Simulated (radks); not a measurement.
Q: Species: the thulium ion Tm+. Configuration: [Xe] 4f13 6s1. Calculated with a radial shooting solver on a logarithmic mesh with Libxc functionals: Dirac Kohn-Sham, BLYP, spin-unpolarised, spherical densities, point nucleus; open shells are shared between the two j in proportion to 2j + 1.

Spin-orbit splittings of the eigenvalues, e(l+1/2) - e(l-1/2), with zeta = 2 splitting/(2l+1) and mean radii in bohr:

| shell | occ. | splitting (eV) | zeta (eV) | <r> j=l-1/2 | <r> j=l+1/2 |
|---|---|---|---|---|---|
| 2p | 6 | 980.6 | 653.7 | 0.07007 | 0.07746 |
| 3p | 6 | 207.0 | 138.0 | 0.2103 | 0.2241 |
| 3d | 10 | 45.25 | 18.10 | 0.1973 | 0.2016 |
| 4p | 6 | 46.77 | 31.18 | 0.5061 | 0.5381 |
| 4d | 10 | 8.506 | 3.402 | 0.5652 | 0.5765 |
| 4f | 13 | 1.197 | 0.3420 | 0.7954 | 0.8181 |
| 5p | 6 | ? | ? | 1.393 | 1.509 |

Estimate the 5p splitting.

A: 5.726 eV (zeta = 3.817 eV).
